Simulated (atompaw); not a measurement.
## Reading a pseudo-wave (molybdenum (Mo))

Columns: radius, all-electron u(r) and pseudo u(r) of the 4d shell (level -15.38 eV) of molybdenum in the configuration [Ar] 3d10 4s2 4p6 4d4.5 5s0 5p0; PBE, scalar-relativistic, PAW (atompaw) scheme, atompaw 4.2.0.5.

| r (bohr) | all-electron | pseudo |
| --- | --- | --- |
| 0.083 | -0.0938 | 0.0004 |
| 0.165 | -0.2760 | 0.0035 |
| 0.248 | -0.3632 | 0.0116 |
| 0.331 | -0.3287 | 0.0269 |
| 0.413 | -0.2146 | 0.0505 |
| 0.496 | -0.0607 | 0.0840 |
| 0.579 | 0.1020 | 0.1271 |
| 0.662 | 0.2556 | 0.1793 |
| 0.744 | 0.3897 | 0.2385 |
| 0.827 | 0.5041 | 0.3042 |
| 0.910 | 0.5962 | 0.3731 |
| 0.992 | 0.6661 | 0.4415 |
| 1.075 | 0.7177 | 0.5083 |
| 1.158 | 0.7526 | 0.5697 |
| 1.240 | 0.7732 | 0.6226 |
| 1.323 | 0.7825 | 0.6661 |
| 1.406 | 0.7826 | 0.6984 |
| 1.488 | 0.7754 | 0.7186 |
| 1.571 | 0.7623 | 0.7275 |
| 1.654 | 0.7449 | 0.7259 |
| 1.737 | 0.7242 | 0.7153 |
| 1.819 | 0.7014 | 0.6980 |
| 1.902 | 0.6767 | 0.6758 |
| 1.985 | 0.6509 | 0.6508 |
| 2.067 | 0.6248 | 0.6248 |
| 2.150 | 0.5981 | 0.5981 |

Problem. How many radial nodes do the two functions have?

Solution. The all-electron 4d function has n − l − 1 = 1; the pseudo-wave has 0, since the states of the same l below it are removed with the core.

Problem. Is the pseudo-wave norm-conserving?

Solution. No, it belongs to a PAW set: the norm inside the radius is not constrained, and the difference is carried by the augmentation charge.
